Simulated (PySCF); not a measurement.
## Rb: ionisation energy

Rb [Kr] 5s1 (2S) → Rb⁺ [Kr] (1S), as a difference of total energies. Calculation: PySCF 2.14, in def2-TZVP with the def2 core potential (28 electrons) (6s4p3d, 33 functions); scalar relativity through the core potential. The calculations carry no spin-orbit coupling.

```json
{"method": "UHF", "ionisation energy (eV)": "3.805"}
{"method": "LDA", "ionisation energy (eV)": "4.397"}
{"method": "TPSS", "ionisation energy (eV)": "4.073"}
```

For comparison: 4.177 eV (measured; NIST Atomic Spectra Database, ionization energies).
